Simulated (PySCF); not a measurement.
## Which element holds Br most strongly?

PBE in PySCF with def2-TZVPP on every atom, for the lowest determinant that a PBE0 search found; no spin–orbit coupling. D0 is De less the harmonic zero-point energy.

```
 M  state (unpaired electrons)  Re (Å)  ωe (cm⁻¹)  D0(MBr) (eV)
 C               doublet (π ↑)   1.832        716          4.08
Zn               doublet (σ ↑)   2.326        257          1.88
 B      singlet (closed shell)   1.909        661          4.76
Ga      singlet (closed shell)   2.393        257          4.48
Si               doublet (π ↑)   2.250        407          4.05
Al      singlet (closed shell)   2.337        359          4.67
Ge               doublet (π ↑)   2.347        285          3.86
```

**Question.** Order the elements by D0 and give the energy of BBr + Zn → ZnBr + B.

**Answer.** B > Al > Ga > C > Si > Ge > Zn; ΔE = 4.76 − 1.88 = +2.88 eV at PBE/def2-TZVPP. Close neighbours can swap at other levels.

Spin–orbit coupling is left out. States were picked by a PBE0 search and need not be the measured ground states.
